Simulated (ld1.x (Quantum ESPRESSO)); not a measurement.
sulfur: one change to a TM potential, before and after

- Element: sulfur
- Generator: ld1.x (Quantum ESPRESSO) 7.5
- Type: norm-conserving Troullier–Martins (Kleinman–Bylander form)
- Functional: PBE
- Relativity: fully relativistic
- Frozen core: [Ne]
- Valence charge: 6
- Reference configuration: 3s2 3p4
- Partial waves: 3p (bound): rc 1.60 bohr; 3d channel at 0.1 Ry: rc 1.60 bohr; 3s (bound): rc 1.45 bohr
- Local potential: the s channel
- Core correction: Bessel-smoothed model core inside 1.15 bohr

Open shells are filled in proportion to 2j + 1 (rel_dist='average').

All-electron outer shells of the reference configuration (PBE, scalar-relativistic, ld1.x):

```json
{"shell": "2s", "level (eV)": "-211.71", "outermost node (bohr)": "0.13", "outermost maximum (bohr)": "0.39"}
{"shell": "2p", "level (eV)": "-156.51", "outermost node (bohr)": "–", "outermost maximum (bohr)": "0.33"}
{"shell": "3s", "level (eV)": "-17.26", "outermost node (bohr)": "0.60", "outermost maximum (bohr)": "1.40"}
{"shell": "3p", "level (eV)": "-7.01", "outermost node (bohr)": "0.58", "outermost maximum (bohr)": "1.61"}
```

Change: local potential all-electron potential smoothed inside 1.10 bohr (lloc = -2).

Cutoffs: the cutoffs (Ry, on a coarse ladder) from which the occupation-weighted sum of valence levels, in a spherical-Bessel basis at the reference potential, stays within 10 and 1 mRy of its value at 400 Ry; they do not see the model core or the augmentation charge, which bear on the density cutoff. Errors are all-electron minus pseudo energies relative to the spin-unpolarised reference configuration.

**Question.** What does the change do?

**Answer.** The potential gets neither clearly harder nor softer (40 Ry and 60 Ry → 35 Ry and 60 Ry); of the 7 tests that both files solve, the error grows in 4 and shrinks in 0 by more than 15 % and 0.3 meV (median size 4.1 → 4.8 meV); the range in which the s phases agree narrows (upper end at the end of the scan → 3.2); neither file shows a bound ghost.

| quantity | base | changed |
| --- | --- | --- |
| cutoff, loose | 40 Ry | 35 Ry |
| cutoff, tight | 60 Ry | 60 Ry |
| bound ghosts | none | none |
| error for 3s2 3p3, meV [ΔE 11.77 eV] | +4.1 | +4.8 |
| error for 3s2 3p2, meV [ΔE 34.05 eV] | +27 | +32 |
| error for 3s2 3p1, meV [ΔE 68.09 eV] | +90 | +108 |
| error for 3s2 3p3.5, meV [ΔE 4.66 eV] | +0.7 | +0.9 |
| error for 3s2 3p0, meV [ΔE 114.89 eV] | +222 | +268 |
| error for 3s2 3p4.3, meV [ΔE -1.71 eV] | +0.2 | +0.2 |
| error for 3s1 3p5, meV [ΔE 10.31 eV] | -0.6 | -0.4 |
| s: phases at 1.75 bohr within 0.05 rad from the reference energy up to (Ry; the scan ends near 5) | to the end of the scan | 3.2 |
| p1/2: phases at 1.75 bohr within 0.05 rad from the reference energy up to (Ry; the scan ends near 5) | to the end of the scan | to the end of the scan |
| p3/2: phases at 1.75 bohr within 0.05 rad from the reference energy up to (Ry; the scan ends near 5) | to the end of the scan | to the end of the scan |
| d3/2: phases at 1.75 bohr within 0.05 rad from the reference energy up to (Ry; the scan ends near 5) | to the end of the scan | to the end of the scan |
| d5/2: phases at 1.75 bohr within 0.05 rad from the reference energy up to (Ry; the scan ends near 5) | to the end of the scan | to the end of the scan |
